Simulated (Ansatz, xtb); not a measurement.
## Relative energy of two isomers of C4H5FOSe

Structure X is `O=C[C@@H]1C[C@H](F)[Se]1`, a singlet and structure Y is `FC1=C[Se]CCO1`, a singlet. Both are isolated molecules in the gas phase, relaxed with B3LYP-D3(BJ)/def2-SVP; the shapes shown needn't be the lowest conformers.

X (Å):

```json
{"atom": "C", "x (Å)": "-0.2202", "y (Å)": "-1.4331", "z (Å)": "2.3276"}
{"atom": "C", "x (Å)": "0.2017", "y (Å)": "-1.1178", "z (Å)": "0.9193"}
{"atom": "C", "x (Å)": "-0.3801", "y (Å)": "-2.0086", "z (Å)": "-0.1944"}
{"atom": "C", "x (Å)": "0.8898", "y (Å)": "-2.3946", "z (Å)": "-0.9505"}
{"atom": "F", "x (Å)": "0.9649", "y (Å)": "-3.7146", "z (Å)": "-1.2731"}
{"atom": "O", "x (Å)": "-0.3668", "y (Å)": "-0.6091", "z (Å)": "3.1932"}
{"atom": "Se", "x (Å)": "2.0657", "y (Å)": "-1.7968", "z (Å)": "0.5559"}
{"atom": "H", "x (Å)": "-0.3614", "y (Å)": "-2.5299", "z (Å)": "2.5241"}
{"atom": "H", "x (Å)": "0.1460", "y (Å)": "-0.0370", "z (Å)": "0.7389"}
{"atom": "H", "x (Å)": "-1.1617", "y (Å)": "-1.5299", "z (Å)": "-0.8052"}
{"atom": "H", "x (Å)": "-0.7969", "y (Å)": "-2.9329", "z (Å)": "0.2378"}
{"atom": "H", "x (Å)": "1.1026", "y (Å)": "-1.8054", "z (Å)": "-1.8550"}
```

Y (Å):

```xyz
12

C    -1.0635   -1.4083    1.2059
C    -0.0378   -0.7732    1.7856
C     1.2820   -1.8624   -0.4635
C     0.1819   -2.8731   -0.1717
F    -2.3144   -1.2373    1.6265
O    -1.0569   -2.2551    0.1685
Se    1.7666   -0.8669    1.1632
H    -0.2300   -0.1256    2.6401
H     2.1916   -2.3772   -0.8038
H     0.9585   -1.1567   -1.2417
H     0.4879   -3.5544    0.6403
H    -0.0387   -3.4707   -1.0682
```

Quicker runs give these differences E(Y) − E(X): GFN2-xTB −13.17 kcal/mol; HF/STO-3G −16.44 kcal/mol (at GFN2-xTB geometries); r2SCAN-D4/def2-SVP −4.51 kcal/mol (at GFN2-xTB geometries).

Question: Estimate E(Y) − E(X) at the level CCSD(T)/def2-SVP + ΔMP2/def2-TZVPP.

Answer: Too close to call at this level: CCSD(T)/def2-SVP + ΔMP2/def2-TZVPP gives E(Y) − E(X) = −0.11 kcal/mol.

Level by level:

```tsv
level	geometry	E(Y) − E(X) (kcal/mol)	departure from the last row (kcal/mol)	job, with rough time for the two
GFN2-xTB	GFN2-xTB	−13.17	−13.06	optimisation, 0.3 s
HF/STO-3G	GFN2-xTB	−16.44	−16.33	single point, 0.5 s
r2SCAN-D4/def2-SVP	GFN2-xTB	−4.51	−4.40	single point, 4.4 s
B3LYP-D3(BJ)/def2-SVP	B3LYP-D3(BJ)/def2-SVP	−3.66	−3.56	optimisation, 44 s
HF/def2-SVP	B3LYP-D3(BJ)/def2-SVP	−3.01	−2.90	part of the CCSD(T) run
MP2/def2-SVP	B3LYP-D3(BJ)/def2-SVP	+0.08	+0.19	part of the CCSD(T) run
CCSD(T)/def2-SVP	B3LYP-D3(BJ)/def2-SVP	−0.05	+0.06	single point
CCSD(T)/def2-SVP + ΔMP2/def2-TZVPP	B3LYP-D3(BJ)/def2-SVP	−0.11		single point, 1.8 min
```

As drawn, Y has 1 C=C, 2 C–O in place of 1 C=O, 2 C–C. Structure X has a 4-membered ring, Y a 6-membered ring.

The largest departure from CCSD(T)/def2-SVP + ΔMP2/def2-TZVPP is that of HF/STO-3G, 16.33 kcal/mol. The last row adds to CCSD(T) the change of the MP2 difference between the two basis sets, here −0.06 kcal/mol.

With thermal terms from frequencies at re-optimised GFN2-xTB minima (ideal gas, soft modes damped towards free rotors, one conformer each, 298.15 K, 1 atm): the zero-point term adds +0.63 kcal/mol; ΔH is +0.14 and ΔG +1.33 kcal/mol.

The correlated steps freeze 15 core orbitals; the filled d shell of Se is correlated, in a basis made for valence electrons. Mirror images aren't counted in ΔG. Programs: Ansatz 0.2.0, xtb 6.7.1; the last row on 4 threads of Arm Neoverse V1 on a shared host.
